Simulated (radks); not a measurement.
La11+, configuration [Kr] 4d10. All-electron calculation, scalar-relativistic Kohn-Sham, PBEsol, spin-polarised, spherical densities, finite nucleus; Fermi nuclear charge, rms radius 4.855 fm. Program: a radial shooting solver on a logarithmic mesh with Libxc functionals.

Normalised radial functions P(r) = r R(r), r in bohr:

r              4s
0.001005   0.0799
0.001287   0.0984
0.001663   0.1213
0.002131   0.1476
0.002753   0.1791
0.003528   0.2134
0.004521   0.2505
0.005839   0.2893
0.007483   0.3232
0.009666   0.3475
0.01239    0.3511
0.016      0.3215
0.0205     0.2470
0.02649    0.1120
0.03394   -0.0742
0.04384   -0.2989
0.05618   -0.4913
0.07258   -0.5706
0.093     -0.4385
0.1192    -0.0683
0.154      0.4516
0.1973     0.8188
0.2548     0.7323
0.3266     0.0996
0.4218    -0.8104
0.5406    -1.4041
0.6983    -1.3790
0.8948    -0.9052
1.156     -0.3893
1.481     -0.1097
1.913     -0.0169
2.452     -0.0014

4s: eigenvalue -427.57 eV, 3 radial nodes at r = 0.0310, 0.123, 0.336 bohr, <r> = 0.650 bohr, 90 % of the charge inside 0.931 bohr.
